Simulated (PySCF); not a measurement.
## Ionisation energy of Zn⁺ by level of theory

Zn⁺ [Ar] 3d10 4s1 (2S) → Zn²⁺ [Ar] 3d10 (1S), as a difference of total energies. Computed with PySCF 2.14 in ANO-RCC-VTZP (6s5p3d2f1g, 59 functions), with scalar relativity by spin-free X2C-1e. Correlated levels: valence: [Ar] frozen; valence and next inner shell: [Ne] frozen. The calculations carry no spin-orbit coupling.

| method | ionisation energy (eV) | error (eV) |
| --- | --- | --- |
| UHF | 16.889 | -1.075 |
| LDA | 19.120 | +1.156 |
| PBE | 18.772 | +0.808 |
| PBE0 | 18.380 | +0.416 |
| r2SCAN | 18.564 | +0.600 |
| B3LYP | 18.762 | +0.798 |
| M06-L | 17.954 | -0.010 |
| MN15 | 18.178 | +0.214 |
| MP2 (valence) | 17.907 | -0.057 |
| SCS-MP2 (valence) | 17.747 | -0.217 |
| MP2 (valence and next inner shell) | 18.004 | +0.040 |
| SCS-MP2 (valence and next inner shell) | 17.811 | -0.153 |

Reference: 17.964 eV (measured; NIST Atomic Spectra Database, ionization energies).

Errors of the correlated levels include the incompleteness of this basis and the frozen core.
